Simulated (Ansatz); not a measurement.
Harmonic frequencies (cm⁻¹) at PBE0-D4/def2-TZVP from Ansatz: 77, 97, 135, 221, 375, 408, 471, 776, 3986.

Each molecule was computed in one conformer, which needn't be the lowest.

Which molecule is it?
A. `[OH][Sc]([Cl])[Cl]`
B. `[OH][Sc]([F])[Cl]`
C. `[OH][Sc]([OH])[F]`
D. `[OH][Sc]([F])[F]`

A.
